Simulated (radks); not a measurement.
All-electron atom: Os7+ in [Xe] 4f14 5d1. Method: non-relativistic Kohn-Sham, LDA (Slater exchange, Perdew-Wang correlation), spin-unpolarised, spherical densities, point nucleus; relativity is left out, which matters for an element this heavy; computed with a radial shooting solver on a logarithmic mesh with Libxc functionals. Some entries of the table are withheld. Estimate them.

orbital  occ.  eigenvalue (Ry)  <1/r> (bohr^-1)
1s          2        -4957.824              (1)
2s          2        -826.4045              (2)
2p          6        -793.6720            17.75
3s          2        -196.2934            6.829
3p          6        -180.9680            6.785
3d         10        -152.3018            6.714
4s          2        -45.97765              (3)
4p          6        -39.49115              (4)
4d         10              (5)            2.683
5s          2        -12.40279            1.238
4f         14        -11.86926              (6)
5p          6        -10.33107            1.144
5d          1         -6.96396           0.9396

Answer. 
(1) 1s <1/r> (bohr^-1): 75.41
(2) 2s <1/r> (bohr^-1): 17.71
(3) 4s <1/r> (bohr^-1): 2.962
(4) 4p <1/r> (bohr^-1): 2.873
(5) 4d eigenvalue (Ry): -27.60191
(6) 4f <1/r> (bohr^-1): 2.300
